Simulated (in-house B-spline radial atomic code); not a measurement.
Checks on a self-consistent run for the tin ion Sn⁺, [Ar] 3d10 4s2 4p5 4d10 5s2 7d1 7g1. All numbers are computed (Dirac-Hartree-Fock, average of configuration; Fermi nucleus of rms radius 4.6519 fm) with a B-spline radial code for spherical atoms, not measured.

| orbital | q | ε (Eh) | <1/r> | <r²> | small-component weight |
| --- | --- | --- | --- | --- | --- |
| 1s1/2 | 2 | -1080.71320 | 53.0865 | 0.00114226 | 0.033737 |
| 2s1/2 | 2 | -167.65596 | 12.3348 | 0.0184627 | 0.0071677 |
| 2p1/2 | 2 | -156.22608 | 12.2774 | 0.0137899 | 0.007149 |
| 2p3/2 | 4 | -147.71130 | 11.44 | 0.0150854 | 0.0068284 |
| 3s1/2 | 2 | -34.87446 | 4.37562 | 0.130078 | 0.0020873 |
| 3p1/2 | 2 | -30.17983 | 4.26921 | 0.125816 | 0.0020172 |
| 3p3/2 | 4 | -28.57883 | 4.06761 | 0.134065 | 0.0019336 |
| 3d3/2 | 4 | -20.40257 | 3.90636 | 0.114851 | 0.001809 |
| 3d5/2 | 6 | -20.07677 | 3.85382 | 0.117293 | 0.0017836 |
| 4s1/2 | 2 | -7.04158 | 1.69713 | 0.750448 | 0.0005448 |
| 4p1/2 | 1.6667 | -5.46211 | 1.58623 | 0.844871 | 0.00049037 |
| 4p3/2 | 3.3333 | -5.16768 | 1.52689 | 0.896623 | 0.00046829 |
| 4d3/2 | 4 | -2.47935 | 1.26602 | 1.26519 | 0.00033765 |
| 4d5/2 | 6 | -2.43520 | 1.24926 | 1.29497 | 0.00033073 |
| 5s1/2 | 2 | -1.36539 | 0.609109 | 4.99289 | 9.3812e-05 |
| 7d3/2 | 0.4 | -0.12857 | 0.107436 | 180.672 | 6.5773e-06 |
| 7d5/2 | 0.6 | -0.12812 | 0.10708 | 181.799 | 6.5574e-06 |
| 7g7/2 | 0.44444 | -0.04633 | 0.0473055 | 857.472 | 1.465e-06 |
| 7g9/2 | 0.55556 | -0.04633 | 0.0472998 | 857.512 | 1.4647e-06 |

Electron-electron repulsion V_ee = 2256.6699 hartree.

(1) What total energy follows from the eigenvalues?

(2) Does the Dirac virial theorem hold?

(3) What diamagnetic shielding (Lamb formula) and susceptibility (Langevin formula) do the radii give?

## Answers

(1) The eigenvalues count the repulsion twice, so E = Σqε - V_ee = -3914.377 - 2256.670 = -6171.047 hartree; the run printed -6171.047.

(2) For a point nucleus E = -2c²Σq·w, with w the small-component weight. Here Σq·w = 0.1643 and c = 137.0360, so the ratio E/(-2c²Σq·w) is 1.000048; the finite nucleus accounts for the departure from 1.

(3) σ = (α²/3)Σq<1/r> = 298.526/(3·137.036²) = 5299 ppm, and χ = -0.79199×10⁻⁶·Σq<r²> = -847.3×10⁻⁶ cm³/mol with Σq<r²> = 1069.9 bohr². Both are non-relativistic formulas without the paramagnetism of open shells.
